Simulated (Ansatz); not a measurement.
# Telling isomers of CH8OSiSn apart by their spectra

These gas-phase data were calculated for one isomer of CH8OSiSn at B3LYP-D3(BJ)/def2-SVP (harmonic, unscaled wavenumbers; equilibrium rotational constants with average atomic masses):

| Quantity | Value |
| --- | --- |
| rotational constants | 5.287, 1.311, 1.132 GHz |
| all wavenumbers above 1500 cm⁻¹ | 3874, 3121, 3118, 3025, 2234, 1888, 1879, 1864 |

Candidates:

(1) `C[Si@H](O)[SnH3]`, a singlet
(2) `C[SiH2][O][SnH3]`, a singlet

Assign the data to one candidate and say why.

Candidate (1). The band at 3874 cm⁻¹ lies where the O–H stretch is expected; (2) has no mode between 3300 and 4000 cm⁻¹.

The same quantities for all candidates:

```
     rotational constants (GHz)                     wavenumbers above 1500 cm⁻¹  E above the lowest, B3LYP-D3(BJ)/def2-SVP (kcal/mol)
(1)         5.287, 1.311, 1.132  3874, 3121, 3118, 3025, 2234, 1888, 1879, 1864                                                   2.8
(2)       14.56, 0.9322, 0.9032  3128, 3120, 3030, 2182, 2170, 1936, 1914, 1906                                                   0.0
```

Each candidate is one conformer. Atoms past krypton carry core potentials. Programs: Ansatz 0.2.0.
